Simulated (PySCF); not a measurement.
Vertical excitations of a molecule C4H10Si from TDA-PBE/def2-SVPD in PySCF, as energy in eV (oscillator strength): 6.20 (0.011), 6.21 (0.033), 6.57 (0.117), 6.61 (0.038), 6.67 (0.019), 7.08 (0.016), 7.15 (0.036), 7.17 (0.033), 7.37 (0.028), 7.41 (0.092). Lowest triplet (TDA): 4.16 eV. The structure is a stationary point at PBE-D3(BJ)/def2-SVP. Other conformers were not sampled.

Task: Pick the molecule that these values belong to.
(A) CC(C)=C[SiH3]
(B) C=C(C)[SiH2]C
(C) C=CC[SiH2]C
(D) C/C=C/[SiH2]C

Result: B, C=C(C)[SiH2]C
